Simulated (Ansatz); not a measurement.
Reaction (ligand exchange at a Ge–O bond): `[CH3][GeH]([NH2])[OH]` + H₂S → `[CH3][GeH]([NH2])[SH]` + H₂O

Isolated molecules relaxed with PBE0-D4/def2-TZVP in Ansatz; ΔE leaves out vibrations. CCSD(T)/CBS adds triple-zeta CCSD(T) − MP2 to the extrapolated MP2 energy (def2 sets, frozen cores). This one scheme is used for every species. For Ge outer-core shells are correlated without core-valence functions, which leaves a few kJ/mol of doubt a bond. Scalar relativity is left out up to krypton. Each species was taken in one conformer, which may not be the lowest.

`[CH3][GeH]([NH2])[OH]`:

```xyz
11

C     0.691    1.385   -0.070
Ge   -0.625   -0.041   -0.006
N     0.180   -1.498    0.769
O    -1.109   -0.561   -1.640
H     0.316    2.207   -0.680
H     0.905    1.764    0.932
H     1.618    1.015   -0.512
H    -1.963    0.386    0.630
H     0.877   -1.287    1.468
H    -0.438   -2.214    1.121
H    -0.452   -1.155   -2.011
```

H₂S:

```xyz
3

S     0.249    0.522   -0.223
H     0.534   -0.271    0.820
H    -0.783   -0.250   -0.597
```

`[CH3][GeH]([NH2])[SH]`:

Cartesian coordinates in Å:
```
C 0.503 -0.249 -1.481
Ge 0.079 -0.161 0.412
N -1.686 0.316 0.551
S 1.138 1.504 1.452
H 0.255 0.703 -1.951
H -0.067 -1.045 -1.964
H 1.566 -0.447 -1.619
H 0.484 -1.464 1.145
H -2.323 -0.238 -0.005
H -2.036 0.377 1.497
H 2.088 0.705 1.963
```

H₂O:

Cartesian coordinates in Å:
```
O 0.368 0.079 0.099
H -0.398 0.050 0.676
H 0.029 -0.129 -0.775
```

| level | ΔE (eV) |
| --- | --- |
| MP2/def2-TZVPP | -0.13 |
| CCSD(T)/def2-TZVPP | -0.09 |

Task: What does CCSD(T)/CBS give? (Estimate.)

Result: The calculation gave: -0.14 eV. The listed levels differ from it by 0.01, 0.05 eV.

Largest T1 diagnostic among the species: 0.011.

The D4 term adds −0.06 eV with B3LYP and −0.03 eV with PBE0; it sums over pairs of atoms, weighted by their polarisabilities, and B3LYP, whose exchange is more repulsive, gets the larger term. In def2-TZVPP, CCSD(T) changes the Hartree–Fock value by −0.09 eV (the triples alone add −0.02 eV) and MP2 by −0.13 eV.

B3LYP here is the variant with VWN-RPA as its local correlation; programs differ in this.
